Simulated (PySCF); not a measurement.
# Two-dimensional NMR puzzle

Compound of formula C₅H₁₄OSi₂. Correlations simulated from computed shifts and the bond graph:

HSQC (one-bond C–H):
```csv
δH,δC
4.53,71.9
3.40,71.9
0.97,16.5
0.64,16.5
-0.24,-8.9
```

COSY cross peaks (H two or three bonds apart, from the bond graph; peaks can be absent where the dihedral angle is near 90°):
```csv
δH,δH
4.53,3.40
4.53,0.97
4.53,0.64
4.39,0.97
4.39,0.64
4.39,-0.24
3.92,-0.24
3.40,0.97
3.40,0.64
0.97,0.64
```

HMBC (two and three bonds, from the bond graph):
```csv
δH,δC
4.53,"71.9, 16.5"
4.39,"71.9, 16.5, -8.9"
3.92,-8.9
3.40,"71.9, 16.5"
0.97,"71.9, 16.5, -8.9"
0.64,"71.9, 16.5, -8.9"
-0.24,16.5
```

- geometry: GFN2-xTB
- NMR shieldings at PBE0/pcSseg-1/GIAO
- program: PySCF 2.14
- single conformer, one averaged value for each set of equivalent atoms, no relativistic terms, no solvent

Scale: 1H and 13C against TMS (reference shieldings calculated alike).

Exchangeable hydrogens are left out of these lists.

**Question.** Assemble the structure.

**Answer.** `[SiH3]C[SiH]1CCOCC1`.

Mapped SMILES: `[SiH3:1][CH2:2][SiH:3]1[CH2:4][CH2:5][O:6][CH2:7][CH2:8]1`; H(Xn) means a hydrogen on atom n. Ha(C4), Ha(C5), Ha(C7), Ha(C8) are cis to C2 on the ring; Hb(C4), Hb(C5), Hb(C7), Hb(C8) are trans to C2 on the ring.

- δC 71.9 is C5/C7, an sp3 CH2 bonded to O (δH 3.40, 4.53).
- δC 16.5 is C4/C8, an sp3 CH2 bonded to Si (δH 0.97, 0.64).
- δC -8.9 is C2, an sp3 CH2 bonded to 2 Si (δH -0.24).
- COSY links 4.53–3.40, 4.53–0.97, 4.53–0.64, 4.39–0.97, 4.39–0.64, 4.39–-0.24.

The shifts were computed for this structure.

Shifts are as computed. Against solution values, carbons near 30 ppm lie about +3 ppm off and those near 130 ppm about +5 ppm. Of 1211 compounds with measured shifts, 218 miss one by over three times the rms of a fit or turn the order of signals round; such compounds aren't used in these exercises.
